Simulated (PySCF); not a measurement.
## Calcium: a sound run and one with changed settings

Sound run: Ca [Ar] 4s2, Ca⁺ [Ar] 4s1. Calculation: PySCF 2.14, in x2c-SVPall; scalar relativity by spin-free X2C-1e. In the sound run the correlated levels freeze [Ar]. The sound run starts from symmetry-adapted Hartree-Fock orbitals and uses a fine grid where one is needed.

Changed run: the non-relativistic Hamiltonian (point nucleus). This setting is unsound on purpose.

| species | method | sound run (hartree) | changed run (hartree) | converged |
| --- | --- | --- | --- | --- |
| Ca | UHF | -679.52012 | -676.08381 | yes |
| Ca | B3LYP | -680.36521 | -676.92879 | yes |
| Ca | BP86 | -680.41831 | -676.98193 | yes |
| Ca | MP2 | -679.53736 | -676.10103 | yes |
| Ca | CCSD(T) | -679.54696 | -676.11065 | yes |
| Ca⁺ | UHF | -679.33084 | -675.89594 | yes |
| Ca⁺ | B3LYP | -680.13618 | -676.70156 | yes |
| Ca⁺ | BP86 | -680.18760 | -676.75301 | yes |

Ionisation energy of Ca:

| method | sound run (eV) | changed run (eV) |
| --- | --- | --- |
| UHF | 5.151 | 5.112 |
| B3LYP | 6.232 | 6.183 |
| BP86 | 6.278 | 6.229 |
| MP2 | 5.620 | 5.581 |
| SCS-MP2 | 5.714 | 5.675 |
| CCSD | 5.881 | 5.843 |
| CCSD(T) | 5.881 | 5.843 |
| CCSDT | 5.881 | 5.843 |
| FCI | 5.881 | 5.843 |

Most of the change in total energy is the relativistic energy itself. On top of that the contraction fixes the core shape for the Hamiltonian it was made with, so the changed run is not a good calculation with the other Hamiltonian either.

For comparison, NIST gives 6.113 eV between the lowest levels.
